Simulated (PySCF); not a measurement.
AlGeH5O3, SMILES [O]([GeH3])[Al]([OH])[OH]. Atoms are numbered in the order given.

```xyz
10

Ge     1.7212    -0.1010     0.2627
O      0.0136    -0.5084     0.1360
Al    -1.5363     0.0730    -0.2303
O     -1.8346     1.6706    -0.7150
O     -2.8878    -0.9452    -0.1233
H      1.9097     1.3847    -0.1096
H      2.1731    -0.3420     1.7113
H      2.5080    -0.9917    -0.7112
H     -1.1826     2.3640    -0.8225
H     -2.8430    -1.8664     0.1382
```
Charge 0, spin multiplicity 1.

Geometry: ωB97X-D3(BJ)/def2-SVP. The structure was generated by enumeration; whether it is a known compound was not checked. The values are those of a single conformer.

All values below come from PBE/pcSseg-1 (PySCF).

GIAO shieldings, no solvent; atoms alike by connectivity are averaged. δ = σ(ref) − σ: ⁷³Ge against GeH4 (σ = 1614.4 ppm); ¹⁷O against H2O (σ = 334.3 ppm); ¹H against TMS (σ = 31.49 ppm), references at their B3LYP-D3(BJ)/def2-TZVP geometries, non-relativistic.

Computed chemical shifts:
```csv
nucleus,atoms,count,δ (ppm)
⁷³Ge,Ge1,1,262.6
¹⁷O,O2,1,12.2
¹⁷O,"O4, O5",2,5.4
¹H,"H6, H7, H8",3,5.62
¹H,"H9, H10",2,1.25
```
